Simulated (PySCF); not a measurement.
Gas-phase reaction: 6 BH2 + 3 H2BNH2 = borazine + 3 B2H6

Method: PySCF energies (xtb for GFN2) plus ideal-gas RRHO corrections (1 bar). S°(298 K) at PBE0/def2-TZVP differs from the NASA 1993 table for BH2 (+14 J/mol/K); whether the harmonic model or the table's entry is off was not settled. † marks an energy on the PBE0/def2-TZVP geometry and frequencies; other levels use their own. MP2 freezes the core. 6-31G* has spherical d functions here. Open shells (unrestricted): BH2 (multiplicity 2); the rest are closed-shell singlets. GFN2 has no spin-polarisation term. B3LYP is the form with VWN-RPA correlation. H2BNH2: computed as isolated molecules; such fragments, hydroxides, amides, oligomers or adducts are transient or little studied in the gas. MP2 isn't extrapolated to the basis-set limit; its ΔH°(298 K) is -2050.5 kJ in def2-SVP and -2064.8 kJ in def2-TZVPP. The harmonic model lacks anharmonicity and excited electronic states, which grow with temperature; levels with a mode under 35 cm⁻¹ are left out.

```json
[
 {"level": "B3LYP/6-31G*", "ΔE electronic, kJ": "-2123", "ΔH°(298 K), kJ": "-2027", "ΔS°(298 K), J/K": "-868", "ΔG°(2000 K), kJ": "-283"},
 {"level": "B3LYP/def2-TZVP†", "ΔE electronic, kJ": "-2060", "ΔH°(298 K), kJ": "-1966", "ΔS°(298 K), J/K": "-864", "ΔG°(2000 K), kJ": "-233"},
 {"level": "GFN2-xTB", "ΔE electronic, kJ": "-2140", "ΔH°(298 K), kJ": "-2077", "ΔS°(298 K), J/K": "-858", "ΔG°(2000 K), kJ": "-380"},
 {"level": "HF/6-31G*", "ΔE electronic, kJ": "-1632", "ΔH°(298 K), kJ": "-1530", "ΔS°(298 K), J/K": "-872", "ΔG°(2000 K), kJ": "235"},
 {"level": "MP2/def2-SVP†", "ΔE electronic, kJ": "-2145", "ΔH°(298 K), kJ": "-2051", "ΔS°(298 K), J/K": "-864", "ΔG°(2000 K), kJ": "-318"},
 {"level": "PBE/def2-TZVP†", "ΔE electronic, kJ": "-2196", "ΔH°(298 K), kJ": "-2101", "ΔS°(298 K), J/K": "-864", "ΔG°(2000 K), kJ": "-369"},
 {"level": "LDA/def2-TZVP†", "ΔE electronic, kJ": "-2563", "ΔH°(298 K), kJ": "-2468", "ΔS°(298 K), J/K": "-864", "ΔG°(2000 K), kJ": "-736"}
]
```
ΔH° is lowest at LDA/def2-TZVP† and highest at HF/6-31G*. No reference value is set beside these.
